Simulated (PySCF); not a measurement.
Identify the unknown among the candidates.

All candidates are C4H5FN2.

| technique | computed result |
| --- | --- |
| NMR, other nuclei | isotropic shieldings of nuclei other than C and H, by class: -44 (1 N), 71 (1 N), 316 (1 F) ppm [GIAO PBE0/pcSseg-1] |
| 13C NMR | chemical shifts (computed TMS as zero) by class: 164.9 (1 C), 152.1 (1 C), 90.0 (1 C), 17.4 (1 C) ppm [GIAO PBE0/pcSseg-1] |
| Couplings | largest of the computed one-bond spin–spin couplings (means over like bonds): 19F–13C -347.6, 13C–1H +184.8, 13C–1H +133.6 (×3), 15N–1H -115.0, 13C–13C +98.1, 13C–13C +58.9, 13C–13C +57.0, 15N–13C -19.5 Hz [B3LYP/pcJ-1, spin–dipole term left out for some pairs] |
| Dipole | 0.53 D [PBE0/pcSseg-1] |
| 1H NMR | chemical shifts (computed TMS as zero) by class: 8.73 (1 H), 5.64 (1 H), 2.42 (3 H) ppm [GIAO PBE0/pcSseg-1] |
| Rotational structure | rotational constants A, B, C: 7.652, 1.977, 1.586 GHz [GFN2-xTB] |

Electronic properties: PySCF, gas phase, density fitting. Levels stand in brackets. Isolated species at its GFN2-xTB geometry, gas phase. NMR values are class means; diastereotopic atoms form classes of their own.

Question: Which candidate is it?
A. `Cc1cn[nH]c1F`
B. `Cn1ccnc1F`
C. `Cc1cc(F)[nH]n1`
D. `C/N=C\[C@H](F)C#N`

Answer: C. It is `Cc1cc(F)[nH]n1`. Numbering: `[CH3:1][c:2]1[cH:3][c:4]([F:5])[nH:6][n:7]1`. Its formula, C4H5FN2, gives 3 degrees of unsaturation: 1 ring and 2 π bonds in the structure found (Kekulé form). 4 carbons fall into 4 classes; from least to most shielded: aromatic C–F carbon [C4] (164.9 ppm), substituted aromatic carbon [C2] (152.1 ppm), aromatic CH carbon [C3] (90.0 ppm), benzylic-type carbon [C1] (17.4 ppm). Hydrogen classes from least to most shielded: 1 H on a pyrrole-type nitrogen, N6 (8.73 ppm), 1 H on an aromatic CH carbon, C3 (5.64 ppm), 3 H on a benzylic-type carbon, C1 (2.42 ppm). The other shieldings belong to: -44 ppm, pyridine-type nitrogen [N7]; 71 ppm, pyrrole-type nitrogen [N6]; 316 ppm, aryl fluorine [F5]. The couplings run between: -347.6 Hz, aryl fluorine [F5] and aromatic C–F carbon [C4]; +184.8 Hz, aromatic CH carbon [C3] and its hydrogen; +133.6 Hz, benzylic-type carbon [C1] and its hydrogen (with 2 like pairs); -115.0 Hz, pyrrole-type nitrogen [N6] and its hydrogen; +98.1 Hz, aromatic CH carbon [C3] and aromatic C–F carbon [C4]; +58.9 Hz, substituted aromatic carbon [C2] and aromatic CH carbon [C3]; +57.0 Hz, benzylic-type carbon [C1] and substituted aromatic carbon [C2]; -19.5 Hz, pyrrole-type nitrogen [N6] and aromatic C–F carbon [C4]. The optimised geometry has point group Cs and is an asymmetric top.

The others, at the same levels:
- `Cc1cn[nH]c1F` fails: its computed 13C shifts are 161.7 (1 C), 143.9 (1 C), 99.7 (1 C), 8.2 (1 C) ppm, 1H shifts are 9.00 (1 H), 7.42 (1 H), 2.17 (3 H) ppm and rotational constant A is 3.665 GHz (against 7.652 GHz).
- `Cn1ccnc1F` fails: its computed 13C shifts are 157.4 (1 C), 130.1 (1 C), 118.7 (1 C), 30.6 (1 C) ppm, 1H shifts are 6.95 (1 H), 6.53 (1 H), 3.63 (3 H) ppm and rotational constant A is 4.068 GHz (against 7.652 GHz).
- `C/N=C\[C@H](F)C#N` fails: its computed 13C shifts are 157.9 (1 C), 117.6 (1 C), 78.1 (1 C), 44.5 (1 C) ppm, 1H shifts are 7.68 (1 H), 5.82 (1 H), 3.84 (3 H) ppm and rotational constant A is 3.644 GHz (against 7.652 GHz).

Each candidate is one conformer, not necessarily the lowest. Dipoles, sizes and rotational constants follow the conformer. The torsions of the flexible species, by atom-mapped SMILES:
- `[CH3:1]/[N:2]=[CH:3]\[C@H:4]([F:5])[C:6]#[N:7]`: N2–C3–C4–F5 -174°

One-bond C–F couplings are unscaled; at this level they come out some 30 % too large in size.
